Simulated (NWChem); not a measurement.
Molecule: C2HF3; SMILES FC=C(F)F

Task: Give the equilibrium geometry at PBE0/def2-SVP (NWChem) as a list of bonds and angles, with the point group.

Result: point group Cs; any orientation.
Bond lengths (Å): F1–C2 1.327, C2–C3 1.330, C2–H6 1.090, C3–F4 1.306, C3–F5 1.310. Bond angles (°): F1–C2–C3 121.2, F1–C2–H6 116.7, C3–C2–H6 122.1, C2–C3–F4 125.0, C2–C3–F5 122.7, F4–C3–F5 112.3.
